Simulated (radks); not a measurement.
Results of a calculation; reference values are marked as such.
Species: Pt4+. Configuration: [Xe] 4f14 5d6 (the NIST ground configuration). Level of theory: non-relativistic Kohn-Sham, LDA (Slater exchange, Perdew-Wang correlation), spin-polarised, spherical densities, point nucleus; open shells are filled with parallel spins first (spin-orbit coupling, left out, can overturn this in heavy ions); relativity is left out, which matters for an element this heavy (a radial shooting solver on a logarithmic mesh with Libxc functionals).

Local quantities along the radius. ELF = 1/(1 + alpha^2) is the electron localisation function; alpha = (tau - tau_W)/tau_unif compares the Pauli kinetic energy density with that of the uniform gas (summed over spins); 4 pi r^2 rho is in e/bohr; r v_xc is r times the local exchange-correlation potential of spin up (hartree bohr).

r (bohr),ELF,alpha,4 pi r^2 rho,r v_xc
0.001133,0.999,0.02450,4.592,-0.07362
0.001298,0.999,0.02537,5.875,-0.08363
0.001499,0.999,0.02646,7.594,-0.09558
0.001731,0.999,0.02778,9.769,-0.1091
0.001983,0.999,0.02929,12.33,-0.1233
0.00229,0.999,0.03125,15.67,-0.1402
0.002645,0.999,0.03367,19.78,-0.1590
0.00303,0.999,0.03653,24.46,-0.1785
0.0035,0.998,0.04033,30.32,-0.2012
0.004009,0.998,0.04492,36.77,-0.2245
0.00463,0.997,0.05123,44.54,-0.2512
0.005348,0.996,0.05962,53.16,-0.2796
0.006127,0.995,0.07029,61.88,-0.3077
0.007075,0.993,0.08583,71.33,-0.3386
0.008171,0.988,0.1080,80.48,-0.3699
0.009362,0.981,0.1381,88.22,-0.3992
0.01081,0.967,0.1855,94.76,-0.4290
0.01249,0.938,0.2581,98.93,-0.4568
0.01431,0.884,0.3627,100.4,-0.4804
0.01652,0.780,0.5305,99.31,-0.5025
0.01908,0.626,0.7729,96.43,-0.5224
0.02186,0.472,1.057,93.40,-0.5411
0.02525,0.361,1.330,91.84,-0.5649
0.02916,0.330,1.425,93.98,-0.5976
0.0334,0.375,1.292,100.5,-0.6397
0.03858,0.486,1.029,111.7,-0.6956
0.04455,0.613,0.7943,124.8,-0.7577
0.05104,0.694,0.6633,135.2,-0.8147
0.05895,0.716,0.6301,140.1,-0.8656
0.06753,0.668,0.7045,137.1,-0.9003
0.07799,0.548,0.9075,128.0,-0.9243
0.09007,0.417,1.182,118.3,-0.9461
0.1032,0.371,1.301,114.6,-0.9810
0.1192,0.441,1.127,119.0,-1.043
0.1376,0.582,0.8478,127.4,-1.120
0.1577,0.681,0.6846,130.3,-1.182
0.1821,0.686,0.6773,121.1,-1.212
0.2103,0.554,0.8978,101.2,-1.201
0.241,0.359,1.337,82.52,-1.178
0.2783,0.293,1.554,73.84,-1.196
0.3214,0.433,1.143,78.02,-1.281
0.3682,0.625,0.7747,85.09,-1.382
0.4252,0.720,0.6236,84.42,-1.448
0.4911,0.700,0.6540,71.48,-1.441
0.5626,0.580,0.8503,53.14,-1.372
0.6498,0.384,1.267,35.78,-1.274
0.7504,0.284,1.588,25.33,-1.211
0.8597,0.364,1.323,20.98,-1.216
0.9929,0.569,0.8706,18.65,-1.254
1.138,0.694,0.6643,16.02,-1.272
1.314,0.705,0.6471,12.20,-1.245
1.517,0.623,0.7783,8.108,-1.168
1.738,0.476,1.049,4.864,-1.056
2.007,0.288,1.572,2.477,-0.9089
2.318,0.133,2.552,1.090,-0.7463
2.656,0.049,4.386,0.4308,-0.5899
3.068,0.013,8.739,0.1329,-0.4331
3.543,0.002,20.32,0.03235,-0.2958
4.059,0.000,53.76,0.006570,-0.1906
4.687,0.000,187.6,0.0008808,-0.1082

On this mesh the ELF has minima near r = 0.029, 0.10, 0.28, 0.75 bohr, which separate the shells, and maxima near 0.059 (0.72), 0.18 (0.69), 0.43 (0.72), 1.3 (0.70).
